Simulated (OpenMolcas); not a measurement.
# Multiplet structure of Sb II

```
Program             : OpenMolcas
Method              : CASSCF
Basis               : ANO-RCC-VQZP [8s7p5d3f2g]
Scalar Hamiltonian  : DKH2, point nucleus
Active space        : 4 electrons in 4 orbitals (5s 5p)
State averaging     : 2S+1 = 3 even, 3 roots; 2S+1 = 1 even, 6 roots; 2S+1 = 5 odd, 1 root; 2S+1 = 3 odd, 9 roots; 2S+1 = 1 odd, 8 roots
Spin-orbit coupling : RASSI with atomic mean-field integrals over the reference wave functions, term energies averaged over their components
```

Spin-free terms above the lowest, with the occupations of the reference:

```
Configuration  Term   E (eV)      Occupations
      5s2 5p2    3P   0.0000  5s 1.98 5p 2.02
      5s2 5p2    1D   1.1776  5s 1.98 5p 2.02
      5s2 5p2    1S   2.2485  5s 1.91 5p 2.09
       5s 5p3   5S*   4.3614  5s 1.00 5p 3.00
       5s 5p3   3D*   8.3897  5s 1.00 5p 3.00
       5s 5p3   3P*   9.5671  5s 1.00 5p 3.00
       5s 5p3   1D*  12.6753  5s 1.00 5p 3.00
       5s 5p3   3S*  13.1394  5s 1.00 5p 3.00
       5s 5p3   1P*  13.8158  5s 1.00 5p 3.00
```

With spin-orbit coupling, above the lowest level:

```json
{"Configuration": "5s2 5p2", "Term": "3P", "J": "0", "E (eV)": "0.0000", "Measured (eV)": "0.0000", "g": "", "Term weight %": "96"}
{"Configuration": "5s2 5p2", "Term": "3P", "J": "1", "E (eV)": "0.3238", "Measured (eV)": "0.3787", "g": "1.501", "Term weight %": "100"}
{"Configuration": "5s2 5p2", "Term": "3P", "J": "2", "E (eV)": "0.6505", "Measured (eV)": "0.7015", "g": "1.467", "Term weight %": "93"}
{"Configuration": "5s2 5p2", "Term": "1D", "J": "2", "E (eV)": "1.7805", "Measured (eV)": "1.5857", "g": "1.034", "Term weight %": "93"}
{"Configuration": "5s2 5p2", "Term": "1S", "J": "0", "E (eV)": "2.8960", "Measured (eV)": "2.9639", "g": "", "Term weight %": "96"}
{"Configuration": "5s 5p3", "Term": "5S*", "J": "2", "E (eV)": "4.8537", "Measured (eV)": "6.4128", "g": "1.999", "Term weight %": "99"}
{"Configuration": "5s 5p3", "Term": "3D*", "J": "2", "E (eV)": "8.8179", "Measured (eV)": "8.2452", "g": "1.191", "Term weight %": "93"}
{"Configuration": "5s 5p3", "Term": "3D*", "J": "1", "E (eV)": "8.8342", "Measured (eV)": "8.2191", "g": "0.545", "Term weight %": "95"}
{"Configuration": "5s 5p3", "Term": "3D*", "J": "3", "E (eV)": "8.9154", "Measured (eV)": "8.4170", "g": "1.334", "Term weight %": "100"}
{"Configuration": "5s 5p3", "Term": "3P*", "J": "0", "E (eV)": "10.0928", "Measured (eV)": "9.5292", "g": "", "Term weight %": "100"}
{"Configuration": "5s 5p3", "Term": "3P*", "J": "1", "E (eV)": "10.1339", "Measured (eV)": "9.5641", "g": "1.460", "Term weight %": "95"}
{"Configuration": "5s 5p3", "Term": "3P*", "J": "2", "E (eV)": "10.1978", "Measured (eV)": "9.7192", "g": "1.476", "Term weight %": "92"}
{"Configuration": "5s 5p3", "Term": "1D*", "J": "2", "E (eV)": "13.2269", "Measured (eV)": "", "g": "1.004", "Term weight %": "99"}
{"Configuration": "5s 5p3", "Term": "3S*", "J": "1", "E (eV)": "13.5503", "Measured (eV)": "", "g": "1.862", "Term weight %": "86"}
{"Configuration": "5s 5p3", "Term": "1P*", "J": "1", "E (eV)": "14.4965", "Measured (eV)": "", "g": "1.136", "Term weight %": "86"}
```

Against the 11 measured excited levels shown (NIST Handbook of Basic Atomic Spectroscopic Data) the mean absolute deviation is 3800 cm-1; the largest miss in energy is 5s 5p3 5S* 2: computed 4.8537, measured 6.4128 eV (-24.3 %).

Spin-orbit coupling puts the lowest level 0.5257 eV below the lowest spin-free term.

For 3P the intervals divided by the larger J are 2611.3, 1317.6 cm-1. Landé's interval rule makes them equal in pure LS coupling; they differ by 66 % of their mean. The multiplet is regular.

Terms of s pⁿ other than that of highest spin mix with s² pⁿ⁻² d, which this space lacks; all of them can be thousands of cm-1 off, and some have no real level of that name. Measured partners are found by configuration, term and J. A level has none where our copy of the source lacks it or the pairing is in doubt (some pairs that miss far off the trend of their configuration count as doubtful), and it then counts in no deviation. Levels of configurations outside the active space are missing. The first state left out of the spin-orbit step lies near 160000 cm-1 above the lowest spin-free state of the reference (among the parities and spins computed), and the list stops at four fifths of that energy or lower.

The RASSCF and RASSI steps took 27 s on 1 thread of Intel(R) Xeon(R) Platinum 8488C (Sapphire Rapids), on a shared host; the integral step is not counted.

The term weight is that of the spin-free term in the level, not the purity of its configuration. * marks odd parity.
